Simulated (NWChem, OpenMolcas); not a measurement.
**How basis sets differ on SnCl2F2 (SMILES [F][Sn]([F])([Cl])[Cl])**

SnCl2F2: 5 atoms, total charge 0, spin state singlet. As SMILES, `[F][Sn]([F])([Cl])[Cl]`. The shape is that of a PBE0-D4/def2-TZVP optimisation.

Each level gives the HOMO–LUMO gap (eV). The values are calculated.

| level | kind | program | value (eV) | CPU time |
| --- | --- | --- | --- | --- |
| HF/ANO-RCC-MB (DKH2) | Hartree–Fock | OpenMolcas | 13.28 | 16 s |
| HF/STO-3G | Hartree–Fock | OpenMolcas | 16.58 | 2.8 s |
| HF/3-21G | Hartree–Fock | NWChem | 14.21 | 13 s |
| HF/def2-SVP (core potential) | Hartree–Fock | NWChem | 14.37 | 21 s |

All-electron rows without a relativistic Hamiltonian named are non-relativistic, while core potentials hold scalar relativity, so basis and relativity change together. The values span 13.28 to 16.58 eV. A Hartree–Fock LUMO above zero doesn't converge with the basis: it sinks as sets grow more diffuse. Orbital gaps aren't excitation energies. CPU times are rough (shared hosts, several kinds of processor and program).
